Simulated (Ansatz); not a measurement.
Reactions of `[SiH3]O[CH]([SiH3])[InH2]`.

Isolated molecules relaxed with PBE0-D4/def2-TZVP in Ansatz; ΔE leaves out vibrations. CCSD(T)/CBS is the MP2 limit (def2-TZVPP, def2-QZVPP) plus CCSD(T) − MP2 in def2-TZVPP, frozen cores. This one scheme is used for every species, atoms too. No spin–orbit coupling; open shells (•) take unrestricted orbitals. Spin–orbit coupling would lower the free atoms: a little for C, O, Si; strongly for In. def2 core potentials past Kr. Bonds to In are less sure, by a few kJ/mol each and by 10 to 20 or more in all where they break to atoms, as the def2 sets lack core-valence functions. Each species was taken in one conformer, which may not be the lowest.

Order these by ΔE at CCSD(T)/CBS, lowest first. (Best estimate.)
A. `[SiH3]O[CH]([SiH3])[InH2]` + H₂O → `OC([SiH3])O[SiH3]` + `[InH3]`
B. `[SiH3]O[CH]([SiH3])[InH2]` + H₂S → `[SiH3]OC([SiH3])S` + `[InH3]`
C. `[SiH3]O[CH]([SiH3])[InH2]` + H₂ → `[SiH3][CH2][InH2]` + `O[SiH3]`
D. `[SiH3]O[CH]([SiH3])[InH2]` → C• + 9 H• + In• + O• + 2 Si•

C (-32.5 kcal/mol), B (+7.1 kcal/mol), A (+13.9 kcal/mol), D (+1012.4 kcal/mol).

Largest T1 diagnostic: 0.015, for In•.
